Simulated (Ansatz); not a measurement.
`FCOC[SiH3]` + `C#CS` → `C#CS[SiH3]` + `COCF`  (ligand exchange at the Si–C bond)

Gas-phase electronic energies from Ansatz, PBE0-D4/def2-TZVP geometries. CCSD(T)/CBS adds triple-zeta CCSD(T) − MP2 to the extrapolated MP2 energy (def2 sets, frozen cores). This one scheme is used for every species. DFT in def2-TZVPP. B3LYP here is the variant with VWN-RPA as its local correlation; programs differ in this. One conformer a species, not always the lowest.

`FCOC[SiH3]`:

Cartesian coordinates in Å:
```
F 1.773 -0.349 0.761
C 0.936 0.569 1.380
O 0.199 1.253 0.464
C -0.850 0.504 -0.144
Si -0.320 -0.880 -1.340
H 1.568 1.288 1.903
H 0.310 -0.009 2.074
H -1.433 1.233 -0.713
H -1.518 0.101 0.631
H 0.755 -0.398 -2.241
H -1.530 -1.203 -2.147
H 0.110 -2.109 -0.629
```

`C#CS`:

Cartesian coordinates in Å:
```
C -0.460 0.583 1.006
C 0.090 -0.087 0.171
S 0.924 -1.087 -0.889
H -0.953 1.181 1.735
H 0.398 -0.589 -2.023
```

`C#CS[SiH3]`:

Cartesian coordinates in Å:
```
C 2.137 -0.717 -0.613
C 1.358 0.190 -0.460
S 0.303 1.483 -0.261
Si -1.376 0.312 0.411
H 2.826 -1.517 -0.748
H -1.770 -0.653 -0.642
H -1.024 -0.402 1.661
H -2.453 1.304 0.652
```

`COCF`:

```xyz
9

C    -0.118    0.943   -0.689
O    -0.770    0.116    0.254
C    -0.021   -0.943    0.673
F     1.035   -0.532    1.466
H     0.223    0.356   -1.551
H    -0.847    1.680   -1.022
H     0.738    1.456   -0.243
H     0.424   -1.492   -0.169
H    -0.663   -1.583    1.280
```

```
             level  ΔE (kJ/mol)  difference from CCSD(T)/CBS
            PBE-D4        -79.2                          2.5
         r2SCAN-D4        -81.5                          0.2
           PBE0-D4        -82.4                         -0.7
          B3LYP-D4        -79.5                          2.2
           ωB97X-V        -78.0                          3.7
           ωB97M-V        -77.2                          4.5
            B2PLYP        -82.4                         -0.7
               PBE        -79.8                          1.9
            r2SCAN        -81.8                         -0.1
              PBE0        -82.9                         -1.2
             B3LYP        -80.2                          1.5
     HF/def2-TZVPP        -87.2                         -5.5
    MP2/def2-TZVPP        -87.1                         -5.4
SCS-MP2/def2-TZVPP        -84.7                         -3.0
   CCSD/def2-TZVPP        -79.5                          2.2
CCSD(T)/def2-TZVPP        -79.6                          2.1
     HF/def2-QZVPP        -87.5                         -5.8
    MP2/def2-QZVPP        -88.3                         -6.6
SCS-MP2/def2-QZVPP        -86.1                         -4.4
      HF/CBS(def2)        -87.5                         -5.8
     MP2/CBS(def2)        -89.1                         -7.4
    CCSD/CBS(def2)        -81.6                          0.1
       CCSD(T)/CBS        -81.7                            0
```

Largest T1 diagnostic among the species: 0.013.

From PBE to PBE0 (25 % exact exchange), in def2-TZVPP and without D4, ΔE moves by −3.1 kJ/mol.
